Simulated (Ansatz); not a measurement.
C₂H₉BOSi, SMILES `B[SiH2]OCC`, relaxed with RKS PBE0-D4/def2-TZVP in the Gaussian-basis code of Ansatz from a PBE-D4/def2-SVP geometry. The force threshold is 0.005 eV/Å; the program also tests the step.

Total charge 0; spin multiplicity 1.

Start:

```xyz
14

B     0.920    2.516    0.037
Si    1.504    0.659    0.537
O     0.273   -0.493    0.644
C    -0.533   -0.840   -0.474
C    -1.666   -1.743   -0.015
H    -0.203    2.803   -0.335
H     1.733    3.423    0.092
H     2.157    0.652    1.894
H     2.548    0.233   -0.483
H     0.083   -1.360   -1.248
H    -0.949    0.075   -0.964
H    -1.263   -2.659    0.460
H    -2.302   -2.043   -0.873
H    -2.302   -1.222    0.729
```

(1) By how much does the energy fall, and how many steps does the optimiser take? (Estimate.)

(2) Which bonds change most? (An estimate is asked.)

(3) Give the relaxed structure. (Estimate.)

Answers

(1) Ansatz gave: 6.74 kJ/mol, in 14 steps, 1 of them rejected.

(2) Computed: Si2–O3 from 1.689 to 1.649 Å; B1–H7 from 1.219 to 1.198 Å; Si2–H9 from 1.521 to 1.501 Å; B1–H6 from 1.217 to 1.197 Å.

(3) Computed: 
```xyz
14

B     0.920    2.494    0.018
Si    1.476    0.641    0.548
O     0.265   -0.474    0.650
C    -0.540   -0.812   -0.461
C    -1.642   -1.741   -0.018
H    -0.174    2.788   -0.365
H     1.733    3.373    0.063
H     2.121    0.647    1.887
H     2.496    0.208   -0.464
H     0.077   -1.294   -1.232
H    -0.968    0.097   -0.909
H    -1.222   -2.650    0.417
H    -2.270   -2.020   -0.868
H    -2.270   -1.259    0.734
```
